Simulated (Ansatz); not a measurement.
A nudged elastic band was laid between two geometries of AlH7O2Si2 + H2 (14 atoms, charge 0, multiplicity 1).

Level of theory: Ansatz, RKS PBE0-D4/def2-SVP.

```yaml
movable_images: 7
climbing_image: yes
spring: 5.0 eV/Å²
optimiser: quadratic models (default)
start_path: through a guess of the saddle point
force_threshold: 0.03 eV/Å
iteration_limit: 60
end_points: relaxed
```

First end point:

```xyz
14
Properties=species:S:1:pos:R:3
Al -0.106 -0.277 0.465
O -0.412 -0.309 2.135
Si -1.007 -0.459 3.661
H -2.235 -1.314 3.674
H 0.015 -1.079 4.558
H -1.365 0.888 4.204
H 1.354 -0.041 -0.058
O -1.332 -0.714 -0.624
Si -2.706 -1.216 -1.379
H -3.093 -2.585 -0.919
H -3.835 -0.280 -1.079
H -2.498 -1.248 -2.859
H -0.890 1.849 0.019
H -0.661 1.947 0.742
```

Last end point:

```xyz
14
Properties=species:S:1:pos:R:3
Al -0.170 0.663 0.020
O -0.243 0.719 1.945
Si -1.433 -0.380 2.626
H -2.841 0.020 2.390
H -1.105 -1.817 2.469
H -1.151 -0.050 4.068
H 1.247 0.056 -0.379
O -1.476 -0.528 0.272
Si -2.561 -1.481 -0.543
H -2.472 -2.888 -0.047
H -3.956 -0.990 -0.321
H -2.266 -1.459 -2.009
H -0.637 2.084 -0.525
H 0.293 1.216 2.574
```

Problem. What changes between the two ends?

Solution. Bonds broken: H13–H14. Bonds formed: Al1–H13, O2–H14. AlH7O2Si2 + H2 becomes AlH9O2Si2.

Problem. Give the energies along the band, and the barrier.

Solution. The forces met the threshold. The highest image is number 5 of 0 to 8, 0.99 eV above the first end and 0.66 eV above the last; the last end lies 0.33 eV above the first. A vibrational analysis at the climbing image gives one clearly imaginary mode, 1175i cm⁻¹: a first-order saddle point. Another band between the same ends, with other settings, climbed to 0.660 eV only, so this may not be the lowest route. The orbitals stay closed-shell, which can raise the energy where a bond breaks towards radicals; this wasn't checked here.

| image | path coordinate (Å) | energy (eV) | H13–H14 (Å) | Al1–H13 (Å) | O2–H14 (Å) |
| --- | --- | --- | --- | --- | --- |
| 0 | 0.00 | 0.00 | 0.77 | 2.31 | 2.66 |
| 1 | 0.80 | 0.00 | 0.77 | 2.31 | 2.70 |
| 2 | 1.61 | 0.00 | 0.77 | 2.31 | 2.71 |
| 3 | 2.41 | 0.01 | 0.77 | 2.32 | 2.56 |
| 4 | 3.21 | 0.12 | 0.77 | 2.17 | 2.02 |
| 5 | 4.02 | 0.99 | 1.10 | 1.75 | 1.20 |
| 6 | 5.30 | 0.47 | 2.34 | 1.61 | 0.97 |
| 7 | 6.59 | 0.35 | 3.13 | 1.59 | 0.96 |
| 8 | 7.88 | 0.33 | 3.35 | 1.59 | 0.96 |

Problem. What is the geometry of the highest image?

Solution. 
```xyz
14
Properties=species:S:1:pos:R:3
Al -0.061 0.280 0.125
O -0.397 0.403 1.962
Si -1.179 -0.329 3.265
H -2.648 -0.378 3.014
H -0.633 -1.708 3.401
H -0.901 0.471 4.490
H 1.442 0.111 -0.307
O -1.299 -0.604 -0.645
Si -2.663 -1.420 -1.057
H -2.994 -2.443 -0.014
H -3.825 -0.485 -1.177
H -2.482 -2.120 -2.364
H -0.536 1.940 0.433
H -0.593 1.446 1.412
```

The band took 43 iterations and of the order of 30 core-minutes.

The run took 8.4 min on 4 threads of Arm Neoverse V2, on a shared host, peak memory 0.35 GiB.
